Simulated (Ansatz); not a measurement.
Computed with Ansatz on PBE0-D4/def2-TZVP structures; ΔE is electronic, products minus reactants. CBS: MP2 limit from def2 TZ/QZ plus the TZ coupled-cluster correction, frozen cores. Functionals use def2-TZVPP. HSE06 is defined as in plane-wave codes. Elements past krypton have def2 core potentials. For Sn outer-core shells are correlated without core-valence functions, which leaves a few kJ/mol of doubt a bond. Each species was taken in one conformer, which may not be the lowest.

`C=C[CH2][SnH3]` + `BN[SiH3]` → `BN([SiH3])CC=C` + `[SnH4]`  (substitution at a C–Sn bond)

```json
{"level": "revPBE-D4", "ΔE (kcal/mol)": "10.8", "difference from CCSD(T)/CBS": "-2.6"}
{"level": "BLYP-D4", "ΔE (kcal/mol)": "11.5", "difference from CCSD(T)/CBS": "-1.9"}
{"level": "PBE0-D4", "ΔE (kcal/mol)": "11.6", "difference from CCSD(T)/CBS": "-1.8"}
{"level": "HSE06-D4", "ΔE (kcal/mol)": "11.8", "difference from CCSD(T)/CBS": "-1.6"}
{"level": "B2PLYP", "ΔE (kcal/mol)": "13.0", "difference from CCSD(T)/CBS": "-0.4"}
{"level": "PBE-QIDH", "ΔE (kcal/mol)": "12.4", "difference from CCSD(T)/CBS": "-1.0"}
{"level": "BLYP", "ΔE (kcal/mol)": "14.0", "difference from CCSD(T)/CBS": "0.6"}
{"level": "HF/def2-SVP", "ΔE (kcal/mol)": "9.2", "difference from CCSD(T)/CBS": "-4.2"}
{"level": "SCS-MP2/def2-TZVPP", "ΔE (kcal/mol)": "12.6", "difference from CCSD(T)/CBS": "-0.8"}
{"level": "MP2/def2-QZVPP", "ΔE (kcal/mol)": "14.3", "difference from CCSD(T)/CBS": "0.9"}
{"level": "CCSD(T)/CBS", "ΔE (kcal/mol)": "13.4", "difference from CCSD(T)/CBS": "0"}
```

Largest T1 diagnostic among the species: 0.013.

From BLYP to BHLYP (50 % exact exchange), in def2-TZVPP and without D4, ΔE moves by −1.5 kcal/mol. The D4 term adds −1.8 kcal/mol with B3LYP and −1.1 kcal/mol with PBE0; it sums over pairs of atoms, weighted by their polarisabilities, and B3LYP, whose exchange is more repulsive, gets the larger term. Leaving LDA and LC-ωPBE aside and taking each functional with its dispersion term where it has one, the values, not all of them listed here, spread over 2.4 kcal/mol, from CAM-B3LYP-D4 to B2PLYP. LDA lies −4.0 kcal/mol from PBE without D4.

B3LYP here is the variant with VWN-RPA as its local correlation; programs differ in this.
